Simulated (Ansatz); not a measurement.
A run on AlGaH₅N (`[NH2][AlH][GaH2]`) with other settings.

```yaml
crystal:
  periodic: [false, false, false]
  atoms:
    - {symbol: N, position_ang: [-1.122702, 1.008319, -1.024992]}
    - {symbol: Al, position_ang: [-0.095060, 0.731884, 0.392075]}
    - {symbol: Ga, position_ang: [1.105774, -1.466764, 0.659315]}
    - {symbol: H, position_ang: [-1.288855, 0.352340, -1.770553]}
    - {symbol: H, position_ang: [-1.631377, 1.861535, -1.196924]}
    - {symbol: H, position_ang: [-0.012746, 1.946248, 1.419134]}
    - {symbol: H, position_ang: [2.566194, -1.725205, 0.109481]}
    - {symbol: H, position_ang: [0.478782, -2.708357, 1.412464]}
basis:
  gaussian: {orbitals: def2-TZVPP}
hamiltonian: {xc: {name: wB97X}, pseudopotentials: {relativity: scalar}}
accuracy: high
scf: {lower_state_search: full}
output: {forces: true}
```

```sh
$ ansatz run in.yaml --threads 2 --pin off --events-out ev --progress --plain --max-ram 4352MiB
```

It prints (some lines left out):

```
Functional definition: wB97X
3228 factors; integrals over basis functions are off by at most 1.9e-8 eV
500 factors; integrals over basis functions are off by at most 2.2e-9 eV
mean field evaluation 1: about -60964.1489 eV, gradient 5.8e1 eV
mean field evaluation 2: about -60964.1767 eV, gradient 5.7e1 eV
mean field evaluation 4: about -60970.1868 eV, gradient 3.6e0 eV
mean field evaluation 8: about -60970.2306 eV, gradient 7.0e-1 eV
mean field evaluation 16: about -60970.2314 eV, gradient 3.2e-4 eV
mean field -60970.23144618 eV, -2240.6146785400 hartree, gradient 3.7e-8 eV, S^2 0.000000; 0 other end points of the search recorded, 0 dependent functions left out
reference -60970.23144251 eV, -2240.6146784049 hartree; 28, 28 occupied and 163, 163 virtual orbitals, 3228 factors
Total energy: -60970.23144251 eV, -2240.6146784049 hartree
Relativity: scalar
Atom 0 at    -1.122702     1.008319    -1.024992 Å, force     0.025704    -0.002470     0.039949 eV/Å
Atom 1 at    -0.095060     0.731884     0.392075 Å, force     0.013419    -0.016085     0.008214 eV/Å
Atom 2 at     1.105774    -1.466764     0.659315 Å, force     0.094431    -0.152172     0.036243 eV/Å
Atom 3 at    -1.288855     0.352340    -1.770553 Å, force    -0.004166     0.067441     0.042805 eV/Å
Atom 4 at    -1.631377     1.861535    -1.196924 Å, force     0.034754    -0.085127    -0.008392 eV/Å
Atom 5 at    -0.012746     1.946248     1.419134 Å, force     0.001194    -0.100926    -0.072146 eV/Å
Atom 6 at     2.566194    -1.725205     0.109481 Å, force    -0.283384     0.049896     0.101955 eV/Å
Atom 7 at     0.478782    -2.708357     1.412464 Å, force     0.118049     0.239444    -0.148627 eV/Å
Dipole moment:    -0.198079     0.119993    -0.222720 e Å
```

It took 35 s on 2 threads of an AMD EPYC 7B13 on a shared host, with 1.3 GiB of host memory at the peak.
